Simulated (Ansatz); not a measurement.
# Isomers

Structures of CH4GeN (charge +1), closed shell, relaxed at PBE0-D4/def2-TZVP (vibrations not checked; lower isomers may exist, and structures with a doubtful reference or unclear bonds are left out). Computed with Ansatz 0.2.0 (basis: def2-TZVPP); correlated methods freeze the cores. Filled d shells of the heavier atoms are correlated. The def2 sets are not built for correlating such inner shells, so the correlated values are less sure here. B3LYP uses VWN-RPA correlation.

(1) Rank them by CCSD(T) energy, lowest first, and give each one's height above the lowest. Links in brackets join atoms within 1.22 times the sum of their covalent radii (1.1 for two metals). (To be estimated.)
A.
CH₄GeN ([CH]1[NH][GeH2]1), total charge +1
```
7
angstrom
C 0.0652 -0.0180 -0.9944
N -0.7826 -0.4980 -0.1836
Ge 0.6264 0.4362 0.7849
H -1.6293 -1.0363 -0.3740
H 0.1061 -0.0567 -2.0817
H 0.1228 1.7511 1.3452
H 1.5507 -0.5427 1.4806
```
B.
CH₄GeN ([CH2][NH][GeH]), total charge +1
```
7
angstrom
C -1.1101 -1.0063 -0.5792
N -0.4152 0.0487 -0.4333
Ge 0.5983 0.4821 1.2900
H -1.6425 -1.2160 -1.5054
H -0.3890 0.6801 -1.2325
H 1.0784 1.8257 0.6038
H -1.1770 -1.7203 0.2402
```
C.
CH₄GeN ([CH2][N][GeH2]), total charge +1
```
7
angstrom
C -1.3915 -0.7265 -0.1907
N -0.4032 -0.1334 0.2824
Ge 0.9513 0.6801 0.9305
H -1.4731 -0.9143 -1.2653
H -2.2016 -1.0741 0.4569
H 0.8186 2.1850 1.0137
H 2.1045 -0.2117 1.3358
```
D.
CH₄GeN ([NH][C][GeH3]), total charge +1
```
7
angstrom
N -0.6282 -2.0522 -0.1192
C -0.2383 -0.9807 -0.1186
Ge 0.4519 0.9250 -0.1108
H -0.9735 -3.0003 -0.1193
H -0.2266 1.4669 -1.3595
H -0.0891 1.4034 1.2278
H 1.9496 0.6739 -0.1965
```

(2) Do PBE-D4, r2SCAN-D4, PBE0-D4, B3LYP-D4, wB97M-V, HF, MP2 give the same order? (Judge from chemistry; the calculation decides.)

T1 diagnostic: at most 0.020. The restricted Hartree–Fock reference is unstable towards an unrestricted one at one or more of these structures.

For scale, one of the runs: CCSD(T)/def2-TZVPP, 166 basis functions, launched by `ansatz run in.yaml --threads 2 --pin off --events-out ev --progress --plain --max-ram 4352MiB`. Time: 30 s of wall clock on 2 CPU threads of an Arm Neoverse V2; the host was shared. Peak host memory: 1.3 GiB.

Results:

(1) The calculation gives: B (0.000 eV), D (0.218 eV), C (0.725 eV), A (0.872 eV). Heights count from the lowest.

(2) The calculation gives: All do.
